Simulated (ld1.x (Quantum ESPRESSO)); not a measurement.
u(r) = r·R(r): atom against pseudo-atom (H (Z = 1))

Columns: radius, all-electron u(r) and pseudo u(r) of the 1s shell (level -6.49 eV) of hydrogen in the configuration 1s1; PBE, scalar-relativistic, PAW scheme, ld1.x (Quantum ESPRESSO) 7.5.

```json
{"r (bohr)": "0.042", "all-electron": "0.0773", "pseudo": "0.0632"}
{"r (bohr)": "0.085", "all-electron": "0.1498", "pseudo": "0.1271"}
{"r (bohr)": "0.128", "all-electron": "0.2158", "pseudo": "0.1893"}
{"r (bohr)": "0.170", "all-electron": "0.2746", "pseudo": "0.2478"}
{"r (bohr)": "0.212", "all-electron": "0.3281", "pseudo": "0.3032"}
{"r (bohr)": "0.255", "all-electron": "0.3777", "pseudo": "0.3563"}
{"r (bohr)": "0.298", "all-electron": "0.4225", "pseudo": "0.4054"}
{"r (bohr)": "0.340", "all-electron": "0.4619", "pseudo": "0.4490"}
{"r (bohr)": "0.382", "all-electron": "0.4972", "pseudo": "0.4884"}
{"r (bohr)": "0.425", "all-electron": "0.5296", "pseudo": "0.5242"}
{"r (bohr)": "0.467", "all-electron": "0.5578", "pseudo": "0.5550"}
{"r (bohr)": "0.510", "all-electron": "0.5833", "pseudo": "0.5823"}
{"r (bohr)": "0.552", "all-electron": "0.6052", "pseudo": "0.6053"}
{"r (bohr)": "0.595", "all-electron": "0.6248", "pseudo": "0.6254"}
{"r (bohr)": "0.638", "all-electron": "0.6417", "pseudo": "0.6424"}
{"r (bohr)": "0.680", "all-electron": "0.6558", "pseudo": "0.6564"}
{"r (bohr)": "0.722", "all-electron": "0.6678", "pseudo": "0.6681"}
{"r (bohr)": "0.765", "all-electron": "0.6780", "pseudo": "0.6781"}
{"r (bohr)": "0.807", "all-electron": "0.6861", "pseudo": "0.6862"}
{"r (bohr)": "0.850", "all-electron": "0.6927", "pseudo": "0.6927"}
{"r (bohr)": "0.892", "all-electron": "0.6975", "pseudo": "0.6975"}
{"r (bohr)": "0.935", "all-electron": "0.7009", "pseudo": "0.7009"}
{"r (bohr)": "0.977", "all-electron": "0.7029", "pseudo": "0.7029"}
{"r (bohr)": "1.020", "all-electron": "0.7037", "pseudo": "0.7037"}
{"r (bohr)": "1.062", "all-electron": "0.7033", "pseudo": "0.7033"}
{"r (bohr)": "1.105", "all-electron": "0.7019", "pseudo": "0.7019"}
```

How many radial nodes do the two functions have?

The all-electron 1s function has n − l − 1 = 0; the pseudo-wave has 0.

At about which radius was the pseudo-wave matched?

0.85 bohr. The columns agree to 0.0005 from 0.72 bohr on; several derivatives are matched, so the curves merge somewhat inside the radius.

Is the pseudo-wave norm-conserving?

No, it belongs to a PAW set: the norm inside the radius is not constrained, and the difference is carried by the augmentation charge.
